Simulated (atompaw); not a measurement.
# scandium: one change to a PAW (atompaw) potential, before and after

- Element: Sc (Z = 21)
- Generator: atompaw 4.2.0.5
- Type: PAW
- Functional: LDA (PW92)
- Relativity: scalar-relativistic
- Frozen core: [Ar]
- Valence charge: 3
- Reference configuration: 3d1 4s1.5 4p0 (charge +0.5)
- Partial waves: 4s (bound): rc 3.00 bohr; 4s channel at -0.2 Ry: rc 3.00 bohr; 4p (bound, empty): rc 3.00 bohr; 4p channel at 0.4 Ry: rc 3.00 bohr; 3d (bound): rc 1.30 bohr; 3d channel at 0.15 Ry: rc 3.00 bohr
- Local potential: bessel scheme, radius 2.60 bohr
- Core correction: smooth core density matched at 2.35 bohr
- Augmentation charge: sinc compensation charge, radius 2.80 bohr; PAW radius 3.00 bohr; waves and projectors: custom polynom vanderbiltortho

Change: local potential bessel scheme, radius 2.24 bohr.

Cutoffs: the cutoffs (Ry, on a coarse ladder) from which the occupation-weighted sum of valence levels, in a spherical-Bessel basis at the reference potential, stays within 10 and 1 mRy of its value at 400 Ry; they do not see the model core or the augmentation charge, which bear on the density cutoff.

**Question.** What does the change do?

**Answer.** The potential gets neither clearly harder nor softer (45 Ry and 55 Ry → 45 Ry and 55 Ry); a bound ghost appears in p, s, which as a rule spoils a file; the range in which the s phases agree widens (upper end 1.9 → 3.1); the range in which the p phases agree widens (upper end 1.1 → 3.2). A state that the projectors do not describe sees the local part alone, so a deeper or shallower local part can create or remove a ghost.

| quantity | base | changed |
| --- | --- | --- |
| cutoff, loose | 45 Ry | 45 Ry |
| cutoff, tight | 55 Ry | 55 Ry |
| bound ghosts | none | p, s |
| s: phases at 3.01 bohr within 0.05 rad from the reference energy up to (Ry; the scan ends near 5) | 1.9 | 3.1 |
| p: phases at 3.01 bohr within 0.05 rad from the reference energy up to (Ry; the scan ends near 5) | 1.1 | 3.2 |
| d: phases at 3.01 bohr within 0.05 rad from the reference energy up to (Ry; the scan ends near 5) | 0.9 | 0.9 |
| lowest overlap eigenvalue by channel | s 0.34, p 0.56, d 0.33 | s 0.19, p 0.56, d 0.34 |

 A true bound ghost makes a file unfit for plane-wave use even where its test errors are small: the radial tests pick states by their node count and pass the ghost by. The cutoffs see the waves, projectors and local potential, not the compensation charge or the core.
